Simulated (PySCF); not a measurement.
## From computed data to an observable: entropy of an ideal gas

HNbO3, SMILES [O]=[Nb](=[O])[OH], multiplicity 1.

The structure is a stationary point at PBE-D3(BJ)/def2-SVP. The multiplicity is an assumed one; other spin states were not compared. The def2 effective core potentials stand for the cores of Nb; spin–orbit coupling is left out. The values are those of a single conformer.

PBE-D3(BJ)/def2-SVP (PySCF) gives the harmonic wavenumbers 165, 209, 252, 342, 515, 697, 936, 970, 3777 cm⁻¹ and the rotational temperatures 0.3272, 0.2576, 0.1670 K. The molar mass is 141.91 g/mol, the symmetry number 1, the spin multiplicity 1.

Task: Work out the entropy at 298.15 K and 1 atm in the rigid-rotor, harmonic-oscillator model.

Result: 
Translation (Sackur–Tetrode at 1 atm): S = R[1.5 ln M + 2.5 ln T − 1.16487] = 170.5 J/(mol K).
Rotation: q = (√π/σ) T^1.5/√(θA θB θC) = 76900, S = R[ln q + 3/2] = 106.0 J/(mol K).
Vibration: with u = 1.4388 ν/T, each mode gives R[u/(e^u − 1) − ln(1 − e^−u)]:
| ν (cm⁻¹) | modes | u | S (J/(mol K)) |
|---|---|---|---|
| 165 | 1 | 0.80 | 10.43 |
| 209 | 1 | 1.01 | 8.59 |
| 252 | 1 | 1.22 | 7.18 |
| 342 | 1 | 1.65 | 5.03 |
| 515 | 1 | 2.49 | 2.60 |
| 697 | 1 | 3.36 | 1.30 |
| 936 | 1 | 4.52 | 0.51 |
| 970 | 1 | 4.68 | 0.44 |
The stiffer modes add less than 0.005 each. Sum 36.1 J/(mol K).
Spin: R ln 1 = 0.0 J/(mol K).
Total 312.6 J/(mol K); the program's own thermochemistry gives 312.7. Translation makes up 55 % and vibration 12 %. Anharmonicity, hindered rotation and orbital degeneracy are left out.
